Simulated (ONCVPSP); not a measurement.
## What one change does to a pseudopotential (magnesium, ONCV)

ONCVPSP 4.0.1 input, shortened (lines: element, Z, core and valence counts, functional; n l f; lmax; l rc ep ncon nbas qcut; lloc lpopt rc5 dvloc0; l nproj debl; icmod fcfact rcfact), PBEsol, scalar-relativistic:

```
  Mg 12.00    1    3  -116133      upf
    1    0    2.00
    2    0    2.00
    2    1    6.00
    3    0    2.00
    2
    0    1.30    0.00    4    9    7.90
    1    1.10    0.00    4    8   10.10
    2    1.15    0.25    4    9    8.00
    4    5    1.00    0.00
    0    2    2.10
    1    2    0.80
    2    1    1.40
    3    4.50    1.20
```

In the p channel the program set the typed energies aside and used -1.711, 0.250 Ha.

Change: p: rc 1.56.

Cutoffs: the cutoffs (Ha) at which the residual kinetic energy of the hardest occupied pseudo-wave falls to 1 and 0.1 mHa per electron; they do not see the model core or the augmentation charge, which bear on the density cutoff. Errors are all-electron minus pseudo energies relative to the spin-unpolarised reference configuration.

What does the change do?

The potential gets softer (50 Ha and 156 Ha → 37 Ha and 41 Ha); of the 4 tests that both files solve, the error grows in 3 and shrinks in 0 by more than 15 % and 0.3 meV (median size 1.3 → 3.2 meV); neither file shows a bound ghost. A larger radius leaves more room for a smooth pseudo-wave, so fewer plane waves are needed. More of the atom is replaced by a form fitted at one configuration, so other configurations suffer.

```tsv
quantity	base	changed
cutoff, loose	50 Ha	37 Ha
cutoff, tight	156 Ha	41 Ha
loose cutoff by channel	s 21 Ha, p 50 Ha	s 21 Ha, p 37 Ha
bound ghosts	none	none
GHOST(+) flags under 300 eV	none	none
error for 2s2 2p6 3s1, meV [ΔE 7.92 eV]	-0.3	-0.7
error for 2s2 2p6 3s0, meV [ΔE 22.74 eV]	-2.2	-5.8
error for 2s2 2p6 3s1.5, meV [ΔE 3.13 eV]	-0.1	-0.1
error for 2s2 2p5 3s2, meV [ΔE 58.45 eV]	+335	+803
s: phases at 1.32 bohr within 0.05 rad from the reference energy up to (Ha; the scan ends near 5)	to the end of the scan	to the end of the scan
d: phases at 1.17 bohr within 0.05 rad from the reference energy up to (Ha; the scan ends near 5)	to the end of the scan	to the end of the scan
rms error of d²Exc/dni dnj with the model core, mHa	0.99	1.65
```
